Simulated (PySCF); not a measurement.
## S²⁺ (sulfur, charge +2) across methods

[Ne] 3s2 3p1 3d1, one real determinant (an excited configuration). Computed with PySCF 2.14 in aug-cc-pwCVTZ, with no relativity, point nucleus.

```tsv
method	E (hartree)	mean ε 3s β (eV)	mean ε 3p α (eV)	mean ε 3d α (eV)	Σ⟨r²⟩ (bohr²)	⟨S²⟩
UHF	-395.72562	-44.091	-36.354	-17.745	18.11	2.007
LDA	-394.9450	-39.498	-30.244	-15.405	17.25	2.000
M06-2X	-396.2991	-42.456	-33.186	-16.913	17.50	2.002
r2SCAN	-396.2794	-39.528	-30.777	-15.610	17.27	2.002
MN15	-396.2325	-41.182	-32.691	-16.902	17.18	2.001
B3LYP	-396.3428	-40.703	-31.538	-16.158	17.35	2.001
PBE	-396.1621	-39.319	-30.315	-15.585	17.25	2.001
PBE0	-396.1767	-40.833	-31.966	-16.317	17.36	2.002
BHandHLYP	-396.3205	-42.334	-33.378	-16.851	17.54	2.003
```

⟨L²⟩ = 8.02 against 12 for a pure F term, so this real determinant mixes terms. The outer electron is Rydberg-like, and this basis confines it to a smaller radius and binds it less than a complete one would.
